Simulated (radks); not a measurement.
Species: the cobalt ion Co2+. Configuration: [Ar] 3d7 (the NIST ground configuration). Method: non-relativistic Kohn-Sham, LB94 model potential, spin-unpolarised, spherical densities, point nucleus; computed with a radial shooting solver on a logarithmic mesh with Libxc functionals. Some entries of the table are withheld. Estimate them.

| orbital | occ. | eigenvalue (hartree) | <1/r> (bohr^-1) | <r^2> (bohr^2) |
|---|---|---|---|---|
| 1s | 2 | -279.6596 | 26.55 | 0.004318 |
| 2s | 2 | -34.01024 | 5.711 | 0.07830 |
| 2p | 6 | -29.76124 | (1) | (2) |
| 3s | 2 | -4.66132 | 1.791 | 0.7157 |
| 3p | 6 | -3.39953 | 1.672 | (3) |
| 3d | 7 | (4) | (5) | (6) |

Answer. 
(1) 2p <1/r> (bohr^-1): 5.688
(2) 2p <r^2> (bohr^2): 0.06211
(3) 3p <r^2> (bohr^2): 0.7997
(4) 3d eigenvalue (hartree): -1.33389
(5) 3d <1/r> (bohr^-1): 1.336
(6) 3d <r^2> (bohr^2): 1.286
